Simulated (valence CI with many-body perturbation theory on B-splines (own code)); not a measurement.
In⁹⁺: key properties

Level of theory: relativistic CI+MBPT: four valence electrons over a frozen Dirac-Fock core [Kr], a basis of 7 s, 7 p, 8 d, 6 f, 4 g, 1 h functions for each j, with the one-electron correlation potential Σ1 (screened to all orders), the two-electron term Σ2, the three-electron term Σ3, Breit, model QED; selected single and double excitations, second order for the rest, scaled by the run's own slope (own B-spline code, finite nucleus).

No measured levels were compared; by estimate terms of the open shell hold to 2 to 4 % of their energy, and close levels can change places. Excitations out of the core, of the other parity, are not computed and may begin above about 48.2 eV (a cautious bound); beyond it only levels of the ground parity were kept, without lifetimes.

Names give the largest LS component (configuration and term), which can be under half, so a name can repeat, a term be missing and a line seem to break the LS rules; names also repeat where a configuration has a term twice.

Rates and lifetimes use the calculated energies. Strong lines usually hold to 10 to 20 %, long lifetimes can be off by a factor of two.

Task: What is the ground level?

Result: 4d4 5D_0, composition 86 % 4d4 5D + 12 % 4d4 3P.

Task: How is the term 5D of the ground level split?

Result: J = 0 at 0.000, J = 1 at 0.286, J = 2 at 0.643, J = 3 at 1.009, J = 4 at 1.366 eV.

Task: What is the ionisation energy?

Result: 178.9 eV; NIST lists 178 ± 2.2 eV (theoretical).

Task: How well does LS coupling describe the low levels?

Result: Among the lowest 20 levels the leading LS term, summed over configurations, holds 76 % on average. For single configurations the figures are 76 % in LS and 62 % in jj coupling. Terms mix most in the J = 4 level at 4.453 eV, where the leading one holds 40 %.
